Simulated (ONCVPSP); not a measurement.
Zn (Z = 30), ONCV: configuration errors across variants

```
Element                 : zinc (Zn)
Generator               : ONCVPSP 4.0.1
Type                    : optimised norm-conserving Vanderbilt (ONCV)
Functional              : PBE
Relativity              : scalar-relativistic
Frozen core             : [Ar]
Valence charge          : 12
Reference configuration : 3d10 4s2
Partial waves           : 4s: rc 1.85 bohr, ncon 4, nbas 7, qcut 3.7 1/bohr, 1 projector; p scattering state at 0.43 Ha: rc 1.95 bohr, ncon 3, nbas 8, qcut 4.2 1/bohr, 2 projectors, debl 2.4 Ha; 3d: rc 1.50 bohr, ncon 4, nbas 8, qcut 9.9 1/bohr, 2 projectors, debl 1.2 Ha; f scattering state at 0.21 Ha: rc 1.85 bohr, ncon 5, nbas 8, qcut 5.7 1/bohr, 3 projectors, debl 1.3 Ha
Local potential         : polynomial inside 1.45 bohr (lpopt 5, dvloc0 4 Ha)
Core correction         : Teter function, fcfact 5.5, rcfact 1.5
```

All-electron excitation energies from the reference (eV): (1) 3d10 4s1 9.889; (2) 3d10 4s0 28.331; (3) 3d9 4s0 68.865; (4) 3d10 4s1 4p1 5.087.

1 further variants failed, have other tests or too few solved ones, and are left out.

A true bound ghost makes a file unfit for plane-wave use even where its test errors are small: the radial tests pick states by their node count and pass the ghost by.

Errors AE − PS in meV (a dash: test not solved or not reliable):

| change | (1) | (2) | (3) | (4) | bound ghosts | GHOST(+) flags above zero |
| --- | --- | --- | --- | --- | --- | --- |
| base | +3.1 | +32 | +100 | +3.6 | none | f |
| all radii but the core radius scaled by about 0.88 (s 1.62, p 1.72, d 1.32, f 1.62 bohr); local potential polynomial inside 1.28 bohr (lpopt 5, dvloc0 4 Ha) | +3.5 | +35 | +102 | +5.2 | none | s, f |
| all radii but the core radius scaled by about 1.12 (s 2.08, p 2.18, d 1.68, f 2.08 bohr); local potential polynomial inside 1.62 bohr (lpopt 5, dvloc0 4 Ha) | +3.0 | +25 | +79 | +0.2 | none | f |
| all radii but the core radius scaled by about 1.25 (s 2.30, p 2.44, d 1.88, f 2.30 bohr); local potential polynomial inside 1.80 bohr (lpopt 5, dvloc0 4 Ha) | -0.7 | +6.1 | +45 | 0.0 | s | p |
| all radii but the core radius scaled by about 1.32 (s 2.44, p 2.58, d 1.98, f 2.44 bohr); local potential polynomial inside 1.92 bohr (lpopt 5, dvloc0 4 Ha) | +0.3 | -11 | +13 | -1.7 | none | none |

Q: Give the same row for: all radii but the core radius scaled by about 1.04 (s 1.92, p 2.02, d 1.56, f 1.92 bohr); local potential polynomial inside 1.50 bohr (lpopt 5, dvloc0 4 Ha).

A: +3.2, +30, +96, +3.5; bound ghosts: none; GHOST(+) flags above zero: f.
